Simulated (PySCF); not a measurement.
**Ionisation energy of Ne⁺ by level of theory**

Ne⁺ [He] 2s2 2p5 (2P) → Ne²⁺ [He] 2s2 2p4 (3P), as a difference of total energies. All numbers are calculated (PySCF 2.14, the non-relativistic Hamiltonian (point nucleus), in dyall-av2z). Correlated levels: valence: 1s2 frozen; virtual orbitals above 40 to 60 times the deepest correlated orbital energy dropped. The calculations carry no spin-orbit coupling.

```json
{"method": "UHF", "ionisation energy (eV)": "39.272", "error (eV)": "-1.691"}
{"method": "LDA", "ionisation energy (eV)": "41.448", "error (eV)": "+0.485"}
{"method": "PBE", "ionisation energy (eV)": "41.150", "error (eV)": "+0.187"}
{"method": "PBE0", "ionisation energy (eV)": "41.012", "error (eV)": "+0.049"}
{"method": "r2SCAN", "ionisation energy (eV)": "41.145", "error (eV)": "+0.182"}
{"method": "r2SCAN0", "ionisation energy (eV)": "41.000", "error (eV)": "+0.037"}
{"method": "wB97X", "ionisation energy (eV)": "40.957", "error (eV)": "-0.006"}
{"method": "r2SCANh", "ionisation energy (eV)": "41.086", "error (eV)": "+0.123"}
{"method": "wB97M-V", "ionisation energy (eV)": "40.908", "error (eV)": "-0.055"}
{"method": "MP2 (valence)", "ionisation energy (eV)": "40.573", "error (eV)": "-0.390"}
{"method": "SCS-MP2 (valence)", "ionisation energy (eV)": "40.546", "error (eV)": "-0.417"}
```

Reference: 40.963 eV (measured; NIST Atomic Spectra Database, ionization energies).

Errors of the correlated levels include the incompleteness of this basis and the frozen core.
